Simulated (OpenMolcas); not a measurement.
**F³⁺: effect of the active space**

* Program: OpenMolcas
* Method: CASSCF
* Basis: ANO-RCC-VDZP
* Scalar Hamiltonian: DKH2, point nucleus
* Spin-orbit coupling: state interaction with AMFI integrals over the reference wave functions, term energies averaged over their components

A. 2 electrons in 3 orbitals (2p); 2S+1 = 3 even, 3 roots; 2S+1 = 1 even, 6 roots; cost of the order of 2.3 core-seconds
B. 4 electrons in 4 orbitals (2s 2p); 2S+1 = 3 even, 3 roots; 2S+1 = 1 even, 6 roots; 2S+1 = 5 odd, 1 root; 2S+1 = 3 odd, 9 roots; 2S+1 = 1 odd, 8 roots; cost about 13 core-seconds
C. 4 electrons in 8 orbitals (2s 2p 3s 3p); 2S+1 = 3 even, 3 roots; 2S+1 = 1 even, 6 roots; 2S+1 = 5 odd, 1 root; 2S+1 = 3 odd, 5 roots; cost of the order of 15 core-seconds

Energies in cm⁻¹ above 2s² 2p² ³P₀, the measured ground level; measured values from Moore, Atomic Energy Levels, vol. I, NSRDS-NBS 35 (1971 reprint of NBS Circular 467, 1949).

```tsv
Level	A	B	C	Measured
2s² 2p² ³P₀	0.0	0.0	0.0	0.0
2s² 2p² ³P₁	199	194	193	225
2s² 2p² ³P₂	583	566	565	613
2s² 2p² ¹D₂	26093	26094	26526	25241
2s² 2p² ¹S₀	64481	47464	47633	53544
```

Deviations, from unrounded energies. A percentage is the sum of absolute deviations over the sum of measured energies, with the sign that they share, or ± where signs differ.

| Against measurement | Levels | A | B | C |
| --- | --- | --- | --- | --- |
| mean absolute deviation (cm-1) | 4 | 3000 | 1800 | 1800 |
| fine structure of the ground term (%) | 2 | -6.8 | -9.3 | -9.6 |
| other terms of the ground configuration (%) | 2 | +15.0 | ±8.8 | ±9.1 |

B, C lie about equally close to measurement and A furthest from it. The largest miss of B in the table is 2s² 2p² ¹S₀, by -6100 cm-1. The ranking rests on the paired levels alone, and a cruder setting can come out closer through cancelling errors.

Among A to C the level of the table that moves most is 2s² 2p² ¹S₀, by 17000 cm-1 (lowest in B, highest in A).

The basis is small and was not contracted for so high a charge. With the s shell closed, the reference lacks s² → p² mixing (holds for A). Active for correlation alone: 3p 3s; no level in the range computed is led by a configuration that fills them, so any true level of that kind is missing (holds for C). Measured partners are found by configuration, term and J. A level has none where our copy of the source lacks it or the pairing is in doubt (some pairs that miss far off the trend of their configuration count as doubtful), and it then counts in no deviation. Only configurations of the active space appear. Levels that lie high or do not pair safely by name in every column are left out.
